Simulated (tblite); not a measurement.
C₃H₄N₂OS.
Geometry (GFN2-xTB, Å), atoms numbered from 1 in this order:
```xyz
11
C3H4N2OS angstrom
C     -2.082   -0.038    0.028
O     -1.011    0.698    0.603
C      0.194    0.307    0.244
N      0.484   -0.655   -0.561
N      1.791   -0.819   -0.734
C      2.509    0.003   -0.074
S      1.602    1.142    0.894
H     -2.993    0.407    0.421
H     -2.054    0.037   -1.060
H     -2.014   -1.090    0.311
H      3.579    0.011   -0.098
```

Computed values, GFN2-xTB/tblite, gas phase, harmonic and unscaled. The method is semi-empirical: single wavenumbers can be off by several per cent or more. One conformer, not necessarily the lowest.

Harmonic wavenumbers (cm⁻¹): 108.0, 126.1, 200.0, 275.5, 382.1, 538.2, 565.3, 619.9, 695.8, 761.1, 782.4, 871.8, 1013.1, 1085.3, 1119.3, 1145.7, 1190.4, 1216.9, 1386.8, 1436.1, 1459.5, 1503.0, 1574.0, 2980.3, 2991.9, 3044.2, 3176.7.

A = 5007, B = 1918, C = 1399 MHz; mass 116.004 u (most abundant isotopes); point group Cs, symmetry number 1.

Task: What is the zero-point energy?

Result: Half the sum of the wavenumbers: 16125 cm⁻¹ = 192.89 kJ/mol.

Task: What is S at 298.15 K and 1 bar for an ideal gas of classical rigid rotors and harmonic oscillators?

Result: Translation 168.14, rotation 115.36, vibration 58.07: S = 341.6 J/(mol K).

Task: And Cp and H(298.15 K) − H(0)?

Result: Cp = 104.23 J/(mol K), of which vibrations give 70.98 (their classical limit is 27 R = 224.5); H(298.15 K) − H(0) = 19.86 kJ/mol without the zero-point energy, 9.94 from vibrations.

Task: What must be added to the electronic energy to get the Gibbs energy at 298.15 K and 1 bar?

Result: ZPE + [H(298.15 K) − H(0)] − T·S = 192.89 + 19.86 − 101.84 = 110.91 kJ/mol.

Task: Which modes carry the vibrational entropy at 298.15 K?

Result: 108.0 cm⁻¹: 13.83; 126.1 cm⁻¹: 12.57; 200.0 cm⁻¹: 8.92; 275.5 cm⁻¹: 6.53; 382.1 cm⁻¹: 4.31; 538.2 cm⁻¹: 2.38 J/(mol K); the other 21 give 9.52 together.

Task: How do the functions run with temperature in this model?

Result: 
```csv
T (K),S (J/(mol K)),Cp (J/(mol K)),H − H(0) (kJ/mol),G − H(0) (kJ/mol),ln q(vib)
150,284.5,66.7,7.24,-35.44,1.07
250,324.3,91.8,15.14,-65.95,2.33
400,375.7,128.9,31.76,-118.53,4.37
600,435.5,165.5,61.47,-199.81,7.16
900,509.4,198.0,116.48,-341.95,11.18
```

q(vib) and H(0) count from the zero-point level.

Hindered rotation and anharmonicity are outside this model. Other conformers, if any are populated, would add a mixing term that is left out.
